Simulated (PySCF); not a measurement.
B3LYP has the VWN-RPA correlation part, as in Gaussian. Excitations are Tamm–Dancoff values on a coarser integration grid. The basis has no diffuse functions, so Rydberg states are missing or too high.

Cartesian coordinates (Å):
SMILES: B[SiH2]Cl
```xyz
7

B      1.2319     0.0524    -0.0932
Si    -0.7564    -0.1344     0.0699
Cl    -1.7715     1.6714    -0.0943
H      1.7793     1.0941    -0.2603
H      1.8994    -0.9325    -0.0176
H     -1.1068    -0.7202     1.3869
H     -1.2758    -1.0309    -0.9915
```
Charge 0, multiplicity 1.

Q: What is the computed dipole moment, S1 oscillator strength and S1 excitation (TDA) (B3LYP-D3(BJ)/def2-TZVP (PySCF))?

A: 
```
Quantity                  Value
----------------------  -------
dipole moment            1.62 D
S1 oscillator strength    0.004
S1 excitation (TDA)     3.99 eV
```
